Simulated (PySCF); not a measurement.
Electron correlation in Sn⁺ (tin, charge +1)

[Kr] 4d10 5s2 5p1, 2P determinant. Computed with PySCF 2.14 in aug-cc-pVDZ-PP with ECP28MDF, with a scalar-relativistic core potential. Frozen: 4s2 4p6 4d10; 3 electrons correlated.

| level | correlation energy (mhartree) |
| --- | --- |
| CCSD | -40.07 |
| (T) | -0.39 |
| CCSD(T) | -40.46 |
| CCSDT | -40.63 |
| FCI | -40.63 |

Diagnostics: T1 = 0.0098, D1 = 0.0237, largest double amplitude 0.095, weight of the Hartree-Fock determinant in FCI 0.9519 (5819 determinants).

Cost of the coupled-cluster step: roughly 0.09 core-seconds, for 3 correlated electrons.
